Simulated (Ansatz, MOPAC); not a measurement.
Molecule: CHS, net charge 0, doublet state. SMILES: [CH]=S

Atoms: C1, S2, H3. Bonds: C1-S2, C1-H3.

Bond lengths (Å) and angles (degrees) optimised at AM1 with MOPAC; PM3 with MOPAC; PM6 with MOPAC; MP2/6-31G* with Ansatz (a first-principles code), each started from the B3LYP-D3(BJ)/def2-TZVP structure (Ansatz) of the last column. A row stands for all coordinates that are equal there. 6-31G* holds six Cartesian d functions. No wavenumbers were computed at PM6, MP2/6-31G*, so these may be saddle points.

| coordinate | AM1 | PM3 | PM6 | MP2/6-31G* | B3LYP-D3(BJ)/def2-TZVP |
|---|---|---|---|---|---|
| C1-S2 | 1.392 | 1.425 | 1.438 | 1.513 | 1.557 |
| C1-H3 | 1.063 | 1.068 | 1.046 | 1.091 | 1.089 |
| S2-C1-H3 | 180.0 | 180.0 | 179.8 | 134.0 | 132.5 |

Mean signed difference of all 2 bond lengths from B3LYP-D3(BJ)/def2-TZVP: AM1 -0.095 Å, PM3 -0.076 Å, PM6 -0.081 Å, MP2/6-31G* -0.020 Å.
